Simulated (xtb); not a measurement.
C3H9Al, charge +1, doublet, from a rough starting geometry (GFN-xTB shapes and energies of metal compounds can be far from the true ones) (a state made from the parent by changing its charge; the spin is typed, not shown lowest); GFN2-xTB (xtb).

Input for xtb:
```
$ xtb mol.xyz --gfn 2 --chrg 1 --uhf 1 --opt vtight --json

# file mol.xyz
13

Al     0.03107321     0.04813931     0.03965576
C     -1.41447909    -1.42658167    -0.15629744
H     -1.10674457    -2.19806584    -0.89352708
H     -2.36323493    -1.01310143    -0.53345246
H     -1.51529835    -1.91686349     0.81784562
C     -0.19312805     1.70616681    -1.06765423
H      0.60653246     1.77911112    -1.79751131
H     -0.08410213     2.58073137    -0.39211319
H     -1.08111836     1.77088477    -1.51374932
C      1.56252809    -0.26006901     1.20012728
H      1.97617755     0.64666500     1.54981571
H      2.42796004    -0.80804824     0.68429233
H      1.33317983    -0.84266973     2.07296037
```

What the program printed (banner, timings and long lists left out):

```
   ID    Z sym.   atoms
    1   13 Al     1
    2    6 C      2, 6, 10
    3    1 H      3-5, 7-9, 11-13

           -------------------------------------------------
          |                Calculation Setup                |
           -------------------------------------------------

           -------------------------------------------------
          |                 G F N 2 - x T B                 |
           -------------------------------------------------

          ...................................................
          :                      SETUP                      :
          :.................................................:
          :  # basis functions                  31          :
          :  # atomic orbitals                  30          :
          :  # shells                           18          :
          :  # electrons                        23          :
          :  max. iterations                   250          :
          :  Hamiltonian                  GFN2-xTB          :
          :  restarted?                      false          :
          :  GBSA solvation                  false          :
          :  PC potential                    false          :
          :  electronic temp.          300.0000000     K    :
          :  accuracy                    1.0000000          :
          :  -> integral cutoff          0.2500000E+02      :
          :  -> integral neglect         0.1000000E-07      :
          :  -> SCF convergence          0.1000000E-05 Eh   :
          :  -> wf. convergence          0.1000000E-03 e    :
          :  Broyden damping             0.4000000          :
          :  net charge                          1          :
          :  unpaired electrons                  1          :
          ...................................................

 iter      E             dE          RMSdq      gap      omega  full diag
   1    -11.7062067 -0.117062E+02  0.115E+01    4.71       0.0  T
   2    -11.6529509  0.532558E-01  0.831E+00    4.15       1.0  T
   3    -11.3118379  0.341113E+00  0.953E+00    3.30       1.0  T
   4    -11.6302462 -0.318408E+00  0.348E+00    3.77       1.0  T
   5    -11.7171139 -0.868678E-01  0.193E+00    4.26       1.0  T
   6    -11.7264152 -0.930130E-02  0.171E+00    4.45       1.0  T
   7    -11.7357796 -0.936434E-02  0.911E-01    4.63       1.0  T
   8    -11.7340077  0.177185E-02  0.104E+00    4.64       1.0  T
[...]
 * total energy  :   -11.5675753 Eh     change       -0.9432138E-06 Eh
 * total energy  :   -11.5675773 Eh     change       -0.1981798E-05 Eh
 * total energy  :   -11.5675795 Eh     change       -0.2148942E-05 Eh
 * total energy  :   -11.5675815 Eh     change       -0.1984208E-05 Eh
 * total energy  :   -11.5675828 Eh     change       -0.1357932E-05 Eh
 * total energy  :   -11.5675839 Eh     change       -0.1069679E-05 Eh
 * total energy  :   -11.5675846 Eh     change       -0.7177077E-06 Eh
 * total energy  :   -11.5675857 Eh     change       -0.1068718E-05 Eh
 * total energy  :   -11.5675872 Eh     change       -0.1504250E-05 Eh
 * total energy  :   -11.5675881 Eh     change       -0.9555858E-06 Eh
 * total energy  :   -11.5675883 Eh     change       -0.1276988E-06 Eh
 * total energy  :   -11.5675883 Eh     change       -0.6239209E-07 Eh
   *** GEOMETRY OPTIMIZATION CONVERGED AFTER 79 ITERATIONS ***
         :: total energy             -11.567588318000 Eh    ::
[...]
    12   1 H        0.924     0.134     1.502     1.917
    13   1 H        0.924     0.126     1.567     1.958

 Mol. C6AA /au·bohr⁶  :       1248.797572
 Mol. C8AA /au·bohr⁸  :      44675.388473
 Mol. α(0) /au        :         59.021319

Wiberg/Mayer (AO) data.
largest (>0.10) Wiberg bond orders for each atom

 ---------------------------------------------------------------------------
     #   Z sym  total        # sym  WBO       # sym  WBO       # sym  WBO
 ---------------------------------------------------------------------------
     1  13 Al   3.463 --     2 C    1.094    10 C    0.851     6 C    0.844
     2   6 C    3.834 --     1 Al   1.094     4 H    0.883     3 H    0.882
                             5 H    0.881
     3   1 H    0.978 --     2 C    0.882
     4   1 H    0.978 --     2 C    0.883
     5   1 H    0.977 --     2 C    0.881
     6   6 C    3.724 --     9 H    0.912     8 H    0.904     7 H    0.899
                             1 Al   0.844    10 C    0.110
     7   1 H    0.977 --     6 C    0.899
     8   1 H    0.979 --     6 C    0.904
     9   1 H    0.980 --     6 C    0.912
    10   6 C    3.730 --    13 H    0.910    12 H    0.902    11 H    0.898
                             1 Al   0.851     6 C    0.110
    11   1 H    0.977 --    10 C    0.898
    12   1 H    0.979 --    10 C    0.902
    13   1 H    0.980 --    10 C    0.910
 ---------------------------------------------------------------------------

Topologies differ in total number of bonds
Writing topology from bond orders to xtbtopo.mol

molecular dipole:
                 x           y           z       tot (Debye)
 q only:        0.093       0.065       0.010
   full:        0.097       0.069       0.011       0.304
molecular quadrupole (traceless):
                xx          xy          yy          xz          yz          zz
 q only:        1.371       4.222       1.856       3.278      -2.303      -3.228
  q+dip:        1.888       5.623       2.403       4.070      -2.762      -4.291
   full:        0.719       2.203       1.063       2.120      -1.604      -1.782

optimized geometry written to: xtbopt.xyz

           -------------------------------------------------
          | TOTAL ENERGY              -11.567588318000 Eh   |
          | GRADIENT NORM               0.000041048633 Eh/α |
          | HOMO-LUMO GAP               4.486285180016 eV   |
           -------------------------------------------------
```
